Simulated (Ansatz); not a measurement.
Mulliken charges of `[BH2][In]([Cl])[BH]N` from PBE/def2-TZVPP in Ansatz (PBE0-D4/def2-TZVP geometry).

```csv
atom,x (Å),y (Å),z (Å),charge (e)
B1,-0.609,1.979,2.088,-0.186
In2,-0.186,0.465,0.494,0.540
Cl3,2.235,0.481,0.373,-0.436
B4,-0.651,-1.082,-1.085,-0.196
N5,0.482,-1.593,-1.682,-0.187
H6,-0.669,1.667,3.241,0.045
H7,-0.747,3.137,1.824,0.045
H8,-1.731,-1.469,-1.424,0.011
H9,1.412,-1.290,-1.421,0.187
H10,0.463,-2.293,-2.408,0.178
```

By hand: the dipole of these point charges (1 e Å = 4.8032 D).

Σ q r = (-0.660, -0.266, -0.239) e Å, of length 0.751 e Å = 3.61 D.

How does the dipole of the full density compare? (An estimate is asked.)

Ansatz gave: (-0.477, -0.267, -0.250) e Å, 2.89 D; the point charges give 1.25 times that, at 9° from its direction.

Point charges leave out the atoms' own dipoles, such as those of lone pairs, and Mulliken's split depends on the basis, so the two needn't agree.
